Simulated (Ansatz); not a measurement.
```xyz
2

Li    0.0000    0.0000    0.0000
Al    0.0000    0.0000    5.4780
```

Basis set: pcseg-2 (spherical functions). Charge 0, multiplicity 1.

Computed with Ansatz (development build ahead of 0.2.0); each method stands on the lowest determinant of its kind that the runs found. Restricted functionals stand beside restricted open-shell atoms, which can lie above the unrestricted atoms usual in DFT and then raise those values.

(1) Give the atomization energy at this shape (free ground-state atoms in the same class of orbitals less the molecule, no zero-point energy) of singlet AlLi by PBE0 (unrestricted), PBE0 (restricted), UHF.

## Answers

(1)

```csv
method,atomization energy
PBE0 (unrestricted),0.06 eV
PBE0 (restricted),-0.42 eV
UHF,0.02 eV
```

Caution: the shape is not the minimum. Caution for PBE0 (unrestricted), PBE0 (restricted): charge can spread falsely over distant fragments. Caution for PBE0 (unrestricted), UHF: the unrestricted determinant is a mixture of spin states. Caution for PBE0 (restricted): an unrestricted determinant lies well below.
